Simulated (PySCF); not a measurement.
## Two-photon absorption: `C=C(/C=C\[Se-])C(C)=O`, [C$_{6}$H$_{7}$OSe]-, charge -1

Molfile (atoms numbered from 1):
```
C6H7OSe
     RDKit          3D

 15 14  0  0  0  0  0  0  0  0999 V2000
   -0.5596    0.9182   -1.6876 C   0  0  0  0  0  0  0  0  0  0  0  0
   -0.0368    0.1579   -0.7136 C   0  0  0  0  0  0  0  0  0  0  0  0
    1.3792    0.0502   -0.5044 C   0  0  0  0  0  0  0  0  0  0  0  0
    2.0173   -0.7718    0.3490 C   0  0  0  0  0  0  0  0  0  0  0  0
    1.2846   -2.0029    1.5167 Se  0  0  0  0  0  1  0  0  0  0  0  0
   -1.0096   -0.5323    0.1925 C   0  0  0  0  0  0  0  0  0  0  0  0
   -1.1777    0.1631    1.5281 C   0  0  0  0  0  0  0  0  0  0  0  0
   -1.7496   -1.4134   -0.1815 O   0  0  0  0  0  0  0  0  0  0  0  0
    0.0652    1.4873   -2.3592 H   0  0  0  0  0  0  0  0  0  0  0  0
   -1.6240    0.9899   -1.8394 H   0  0  0  0  0  0  0  0  0  0  0  0
    1.9909    0.6835   -1.1437 H   0  0  0  0  0  0  0  0  0  0  0  0
    3.1026   -0.7437    0.3737 H   0  0  0  0  0  0  0  0  0  0  0  0
   -1.6473   -0.5105    2.2395 H   0  0  0  0  0  0  0  0  0  0  0  0
   -0.2204    0.4995    1.9129 H   0  0  0  0  0  0  0  0  0  0  0  0
   -1.8194    1.0331    1.3728 H   0  0  0  0  0  0  0  0  0  0  0  0
  1  2  2  0
  2  3  1  0
  3  4  2  0
  4  5  1  0
  2  6  1  0
  6  7  1  0
  6  8  2  0
  1  9  1  0
  1 10  1  0
  3 11  1  0
  4 12  1  0
  7 13  1  0
  7 14  1  0
  7 15  1  0
M  CHG  1   5  -1
M  END
```

The calculation used TDDFT PBE0/aug-cc-pVDZ excited states, vertical, gas phase in PySCF 2.14.0. Geometry: GFN2-xTB.

The calculation is non-relativistic, which matters for the atoms heavier than Zn. For a gas-phase anion, states above the detachment energy (about 0.9 eV, taken as minus the energy of the highest occupied orbital) lie in the continuum and depend on the basis.

**Question.** How strongly do the lowest singlets absorb one photon, and two photons of half the energy?

**Answer.** δ for parallel linear polarisation; σ at the peak of a Lorentzian of half width 0.1 eV, single beam; Ω is circular over linear.
| state | E (eV) | f | photon λ (nm) | δ (au) | σ (GM) | Ω | main |
| --- | --- | --- | --- | --- | --- | --- | --- |
| S1 | 2.81 | 0.010 | 883 | 439 | 1.27 | 0.85 | HOMO→LUMO 0.57, HOMO−1→LUMO+2 0.12 |
| S2 | 2.88 | 0.008 | 861 | 644 | 1.96 | 0.74 | HOMO→LUMO 0.35, HOMO−1→LUMO+2 0.17 |
| S3 | 3.07 | 0.049 | 808 | 1020 | 3.52 | 0.33 | HOMO→LUMO+1 0.65, HOMO−1→LUMO+2 0.09 |
| S4 | 3.12 | 0.003 | 796 | 1500 | 5.33 | 0.81 | HOMO→LUMO+2 0.34, HOMO−1→LUMO 0.32 |
| S5 | 3.13 | 0.013 | 791 | 181 | 0.65 | 1.37 | HOMO→LUMO+2 0.39, HOMO−1→LUMO 0.35 |

Among these, the strongest one-photon state is S3, the strongest two-photon state S4.
